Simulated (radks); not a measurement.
Values are calculated unless marked as measured or tabulated.
Fractional charge and spin in the 4p shell of palladium: the spin-up occupation runs from 2 to 3 and the spin-down occupation from 2 to 3; the fullest corner is Pd, [Ar] 3d10 4s2 4d10 4p(up 3, down 3). Level of theory: scalar-relativistic Kohn-Sham, PBEsol, spin-polarised, spherical densities, finite nucleus; Fermi nuclear charge, rms radius of each element as measured or else 0.836 A^(1/3) + 0.57 fm (a radial shooting solver on a logarithmic mesh with Libxc functionals). Energy (eV) minus the two flat planes that join the four corners (they meet along the diagonal where the two added fractions sum to one electron); zero is where a piecewise linear energy would lie.

| down \ up | 2 | 2.5 | 3 |
|---|---|---|---|
| 2 | 0.000 | -1.816 | 0.000 |
| 2.5 | -1.816 | 0.267 | -1.507 |
| 3 | 0.000 | -1.507 | 0.000 |

Corners above the fullest one (they belong to Pd+ and the next ion): (up 3, down 2) 56.847 eV, (up 2, down 3) 56.847 eV, (up 2, down 2) 128.13 eV. With half an added electron in each spin the energy lies 0.267 eV from the planes, and with half an added electron in spin up alone -1.816 eV. The planes are only a guide here: the flat-plane condition holds for ground states with one frontier orbital, while this shell lies below other occupied shells, so the corners above the fullest one are inner-hole states and not the ground states of those ions.
